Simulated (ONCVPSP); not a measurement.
## u(r) = r·R(r): atom against pseudo-atom (As)

Columns: radius, all-electron u(r) and pseudo u(r) of the 3s shell (level -183.93 eV) of arsenic in the configuration [Ne] 3s2 3p6 3d10 4s2 4p3; PBE, non-relativistic, ONCV scheme, ONCVPSP 4.0.1.

```
r (bohr)  all-electron  pseudo
   0.057        0.0584  0.0904
   0.115       -0.6877  0.2080
   0.172       -0.6910  0.3645
   0.230       -0.2261  0.5652
   0.288        0.3510  0.7915
   0.345        0.8354  1.0117
   0.402        1.1727  1.1999
   0.460        1.3660  1.3342
   0.518        1.4352  1.3979
   0.575        1.4165  1.3928
   0.632        1.3418  1.3319
   0.690        1.2322  1.2299
   0.747        1.1088  1.1087
   0.805        0.9793  0.9793
   0.862        0.8556  0.8556
   0.920        0.7380  0.7380
   0.977        0.6329  0.6329
   1.035        0.5376  0.5376
   1.092        0.4554  0.4554
   1.150        0.3827  0.3827
   1.208        0.3203  0.3203
   1.265        0.2680  0.2680
   1.322        0.2236  0.2236
   1.380        0.1854  0.1854
   1.438        0.1535  0.1535
   1.495        0.1273  0.1273
```

Task: How many radial nodes do the two functions have?

Result: The all-electron 3s function has n − l − 1 = 2; the pseudo-wave has 0, since the states of the same l below it are removed with the core.

Task: At about which radius was the pseudo-wave matched?

Result: 0.80 bohr, where the columns begin to agree (steps of 0.06 bohr).

Task: Is the pseudo-wave norm-conserving?

Result: Yes: the ONCV scheme keeps the norm inside the radius equal to the all-electron one, which fixes the energy derivative of the logarithmic derivative at the level.
